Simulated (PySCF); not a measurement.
An unknown is described by computed data only.

Elements present: C, H, O and Si. Monoisotopic mass: 120.0607 u.

| Quantity | Value |
| --- | --- |
| UV, strongest line | among the 8 lowest singlet transitions: S3 at 7.70 eV (161 nm, f = 0.025) [TDDFT B3LYP/def2-SVPD] |
| Dipole | 0.87 D [B3LYP/def2-SVPD] |
| 1H NMR | chemical shifts (computed TMS as zero) by class: 4.82 (2 H), 3.80 (3 H), 3.75 (2 H), 3.52 (3 H), 1.18 (2 H) ppm [GIAO PBE0/pcSseg-1] |
| 13C NMR | chemical shifts (computed TMS as zero) by class: 100.5 (1 C), 68.4 (1 C), 56.6 (1 C), 12.2 (1 C) ppm [GIAO PBE0/pcSseg-1] |
| Rotational structure | rotational constants A, B, C: 4.958, 0.941, 0.906 GHz [GFN2-xTB] |
| NMR, other nuclei | isotropic shieldings of nuclei other than C and H, by class: 254 (1 O), 284 (1 O), 425 (1 Si) ppm [GIAO PBE0/pcSseg-1] |
| Polarisability | 87.5 au [B3LYP/def2-SVPD] |

The electronic properties come from PySCF, for the isolated species, density fitting. Levels stand in brackets. Isolated species at its GFN2-xTB geometry (one conformer only). Each NMR value is the plain mean over a class of atoms that symmetry, rotation or inversion makes alike.

Task: Which formula fits the mass and the elements?

Result: C4H12O2Si (calculated 120.0607). No other formula that holds each of these elements comes within 0.0003 u with a fitting electron parity and a possible valence count.

Task: What is the compound? Reason from the data.

Result: Numbering: `[CH3:1][O:2][CH2:3][O:4][CH2:5][CH2:6][SiH3:7]`. Its formula, C4H12O2Si, gives 0 degrees of unsaturation, so no ring and no π bond. 4 carbons fall into 4 classes; from least to most shielded: sp3 carbon bearing two oxygens [C3] (100.5 ppm), sp3 carbon bound to oxygen [C5] (68.4 ppm), methoxy carbon [C1] (56.6 ppm), sp3 carbon bound to silicon [C6] (12.2 ppm). Hydrogen classes from least to most shielded: 2 H on an sp3 carbon bearing two oxygens, C3 (4.82 ppm), 3 H on an SiH3 silicon, Si7 (3.80 ppm), 2 H on an sp3 carbon bound to oxygen, C5 (3.75 ppm, a mean of values up to 1.4 ppm apart in this geometry), 3 H on a methoxy carbon, C1 (3.52 ppm, a mean of values up to 0.8 ppm apart in this geometry), 2 H on an sp3 carbon bound to silicon, C6 (1.18 ppm). The other shieldings belong to: 254 ppm, ether oxygen [O4]; 284 ppm, ether oxygen [O2]; 425 ppm, SiH3 silicon [Si7]. The optimised geometry has point group C1 and is an asymmetric top. Structure: `C(COCOC)[SiH3]`. Computed isomers that give other values at the same levels: `CO[Si](C)(C)OC` (rotational constant A: 2.326 GHz; this holds for the one conformer computed); `CCCO[SiH2]OC` (13C chemical shifts (computed TMS as zero) by class: 69.1 (1 C), 50.3 (1 C), 29.9 (1 C), 13.1 (1 C) ppm); `CC(C)(C)O[SiH2]O` (13C chemical shifts (computed TMS as zero) by class: 72.9 (1 C), 33.7 (3 C) ppm). The assignments are read from this structure; whether some other isomer fits the data as well wasn't checked.

The values belong to the conformer `[CH3:1][O:2][CH2:3][O:4][CH2:5][CH2:6][SiH3:7]`: C1–O2–C3–O4 -66°, O2–C3–O4–C5 -68°, C3–O4–C5–C6 -174°, O4–C5–C6–Si7 38°.
